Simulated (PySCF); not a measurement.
CF₃, SMILES F[C](F)F, doublet (CAM-B3LYP/def2-SVP optimised geometry):

```
4

F     -0.895     0.962     0.000
C     -0.416    -0.258     0.000
F      0.896    -0.258     0.000
F     -0.896    -0.962     0.996
```

Computed with unrestricted CAM-B3LYP/def2-TZVP in PySCF.

Question: What are the frontier orbital energies (α orbitals alone; a β orbital can be the lowest empty one) and the dipole moment?

Answer: HOMO-2 -14.88 eV, HOMO-1 -14.15 eV, HOMO -9.41 eV, LUMO 3.85 eV, LUMO+1 4.70 eV; dipole moment 0.26 D.

On the same geometry unrestricted PBE/def2-TZVP in PySCF gives HOMO-2 -11.05 eV, HOMO-1 -10.31 eV, HOMO -5.97 eV, LUMO 2.01 eV, LUMO+1 2.78 eV; dipole moment 0.10 D.

Meta-Löwdin charges at CAM-B3LYP/def2-TZVP: F1 -0.23, C2 0.68, F3 -0.23, F4 -0.23.
